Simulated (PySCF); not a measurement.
**Polarisability and C₆ of Cr²⁺ (chromium, charge +2)**

[Ar] 3d4, high-spin 5D determinant. All numbers are calculated (PySCF 2.14, the spin-free X2C one-electron Hamiltonian (Gaussian nucleus), in ANO-RCC-VTZP (6s5p3d2f1g, 59 functions)). Coupled (time-dependent) response in atomic units; α is the mean over directions. The basis has no added diffuse functions, which lowers α and C₆.

```
method  mean α (bohr³)         α xx, yy, zz  C₆ (like pair)  S(−4)
PBEsol           4.414  4.095, 4.095, 5.051           13.29  14.98
```

S(−4) is the Cauchy moment in α(ω) = α(0) + S(−4) ω² + …

α(iu) at PBEsol:

```
u (hartree)  α(iu) (bohr³)
          0          4.414
     0.0500          4.377
      0.100          4.273
      0.200          3.936
      0.300          3.551
      0.500          2.916
      0.750          2.391
       1.00          2.024
       1.50          1.499
       2.00          1.134
       3.00         0.6924
       5.00         0.3246
```

A single London oscillator, α(iu) = α/(1 + u²/ω²), gives C₆ = (3/4) ω α². Matching the computed C₆ needs ω = 4 × 13.29 / (3 × 4.414²) = 0.909 hartree.

For an ion, C₆ is the dispersion term alone; charge-induced terms of lower order in 1/R come first.

The components differ because the open shell of this determinant is not spherical; for a pure term their mean is the scalar polarisability.
